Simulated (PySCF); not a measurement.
Harmonic spectrum computed at PBE0 in the def2-TZVP basis family (core potentials from Rb on, PySCF, no spin–orbit coupling):

```csv
ω (cm⁻¹),IR (km/mol)
115,41.3
131,40.4
498,208
690,36.0
887,96.5
3950,123
```

Question: Which molecule gave it? In each, all ligands are bound to the one heavy central atom.
A. RuO(OH) (doublet)
B. CoO(OH) (quintet)
C. CuO(OH) (triplet)
D. NO(OH) (singlet)

Answer: B. It has Cs symmetry with Co–O 1.622 Å, Co–O 1.770 Å, O–H 0.956 Å.
